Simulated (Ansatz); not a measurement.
The cluster Cu4S2. Charge 0, multiplicity 1. Geometry r2SCAN-D4/def2-SVP, basis def2-TZVP, Ansatz.

```xyz
6

Cu   -1.1695   -0.3756   -0.3607
Cu    1.0191   -1.1981   -0.5988
Cu    0.5461    0.3539    1.1012
Cu   -0.8059    1.9679   -0.0382
S     0.6700    1.0249   -1.2909
S    -0.2598   -1.7730    1.1874
```

```csv
run,HOMO (eV),LUMO (eV)
A,-6.87,-2.38
B,-5.65,-3.18
C,-4.63,-3.95
D,-4.66,-3.80
E,-5.08,-3.52
```

Another isomer (singlet) lies 0.04 eV lower at PBE0-D4/def2-TZVP; other spin states weren't run for this one.

Question: The runs used CAM-B3LYP, PBE, PBE0, r2SCAN, r2SCANh. Estimate which is which.

Answer: A CAM-B3LYP (range-separated); B PBE0 (25 % exact exchange); C PBE (0 % exact exchange); D r2SCAN (0 % exact exchange); E r2SCANh (10 % exact exchange). Exact exchange lowers occupied and raises empty levels; among semilocal functionals meta-GGAs tend to open the gap a little, and such runs are hard to tell apart. The gap grows from 0.68 eV (PBE) to 4.48 eV (CAM-B3LYP).
